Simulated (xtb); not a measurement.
C6H7F, singlet, geometry from GFN2-xTB; GFN2-xTB (xtb).

Here is a job for xtb.
```
$ xtb mol.xyz --gfn 2 --opt --json

# file mol.xyz
14

C      2.37159957     0.10323362     0.69149645
C      1.20560951     0.25923229     0.46832725
C     -0.18948831     0.44138407     0.19533983
C     -0.62696176     1.88975573     0.12773933
C     -1.14477228    -0.59526164     0.75213878
C     -0.86634887    -0.55281911    -0.71382337
F     -0.13826177    -1.56566981    -1.26048253
H      3.39291568    -0.03025610     0.88761597
H     -0.43678035     2.38082013     1.08059797
H     -1.68940307     1.95730876    -0.09485418
H     -0.07148565     2.41627541    -0.64641545
H     -2.11361820    -0.27262677     1.10111900
H     -0.71547038    -1.41591734     1.30645013
H     -1.61962949    -0.21772578    -1.41748046
```

The log (banner, timings and long lists left out):

```
   ID    Z sym.   atoms
    1    6 C      1-6
    2    9 F      7
    3    1 H      8-14

           -------------------------------------------------
          |                Calculation Setup                |
           -------------------------------------------------

           -------------------------------------------------
          |                 G F N 2 - x T B                 |
           -------------------------------------------------

          ...................................................
          :                      SETUP                      :
          :.................................................:
          :  # basis functions                  35          :
          :  # atomic orbitals                  35          :
          :  # shells                           21          :
          :  # electrons                        38          :
          :  max. iterations                   250          :
          :  Hamiltonian                  GFN2-xTB          :
          :  restarted?                      false          :
          :  GBSA solvation                  false          :
          :  PC potential                    false          :
          :  electronic temp.          300.0000000     K    :
          :  accuracy                    1.0000000          :
          :  -> integral cutoff          0.2500000E+02      :
          :  -> integral neglect         0.1000000E-07      :
          :  -> SCF convergence          0.1000000E-05 Eh   :
          :  -> wf. convergence          0.1000000E-03 e    :
          :  Broyden damping             0.4000000          :
          :  net charge                          0          :
          :  unpaired electrons                  0          :
          ...................................................

 iter      E             dE          RMSdq      gap      omega  full diag
   1    -21.3673046 -0.213673E+02  0.571E+00    6.20       0.0  T
   2    -21.3862377 -0.189331E-01  0.343E+00    6.30       1.0  T
   3    -21.3597796  0.264581E-01  0.162E+00    6.20       1.0  T
   4    -21.3850061 -0.252265E-01  0.676E-01    6.22       1.0  T
   5    -21.3906823 -0.567619E-02  0.113E-01    6.22       1.0  T
   6    -21.3907448 -0.625489E-04  0.539E-02    6.23       1.0  T
   7    -21.3907519 -0.701887E-05  0.199E-02    6.23       1.3  T
   8    -21.3907526 -0.725011E-06  0.464E-03    6.23       5.8  T
   9    -21.3907527 -0.972625E-07  0.154E-03    6.23      17.4  T
[...]
         :: total energy             -21.052533137053 Eh    ::
 * total energy  :   -21.0525331 Eh     change       -0.2543032E-10 Eh
   *** GEOMETRY OPTIMIZATION CONVERGED AFTER 1 ITERATIONS ***
         :: total energy             -21.052533137084 Eh    ::
[...]

 Mol. C6AA /au·bohr⁶  :       1892.823061
 Mol. C8AA /au·bohr⁸  :      43992.832420
 Mol. α(0) /au        :         65.046235

Wiberg/Mayer (AO) data.
largest (>0.10) Wiberg bond orders for each atom

 ---------------------------------------------------------------------------
     #   Z sym  total        # sym  WBO       # sym  WBO       # sym  WBO
 ---------------------------------------------------------------------------
     1   6 C    3.974 --     2 C    2.876     8 H    0.971
     2   6 C    3.980 --     1 C    2.876     3 C    1.059
     3   6 C    3.946 --     2 C    1.059     4 C    0.993     5 C    0.918
                             6 C    0.916
     4   6 C    3.994 --     3 C    0.993    10 H    0.984    11 H    0.982
                             9 H    0.982
     5   6 C    3.941 --    12 H    0.977    13 H    0.976     6 C    0.972
                             3 C    0.918
     6   6 C    3.857 --     5 C    0.972    14 H    0.963     7 F    0.939
                             3 C    0.916
     7   9 F    1.028 --     6 C    0.939
     8   1 H    0.993 --     1 C    0.971
     9   1 H    0.997 --     4 C    0.982
    10   1 H    0.998 --     4 C    0.984
    11   1 H    0.998 --     4 C    0.982
    12   1 H    0.998 --     5 C    0.977
    13   1 H    0.996 --     5 C    0.976
    14   1 H    0.998 --     6 C    0.963
 ---------------------------------------------------------------------------

Topologies differ in total number of bonds
Writing topology from bond orders to xtbtopo.mol

molecular dipole:
                 x           y           z       tot (Debye)
 q only:       -0.447       0.676       0.420
   full:       -0.544       0.723       0.416       2.531
molecular quadrupole (traceless):
                xx          xy          yy          xz          yz          zz
 q only:        2.878      -0.246      -1.619       0.524      -2.655      -1.259
  q+dip:        7.408      -0.808      -4.596       2.390      -3.992      -2.812
   full:        5.140      -0.468      -3.159       1.537      -3.631      -1.981

optimized geometry written to: xtbopt.xyz

           -------------------------------------------------
          | TOTAL ENERGY              -21.052533137084 Eh   |
          | GRADIENT NORM               0.000083731729 Eh/α |
          | HOMO-LUMO GAP               6.230878066075 eV   |
           -------------------------------------------------

normal termination of xtb
```
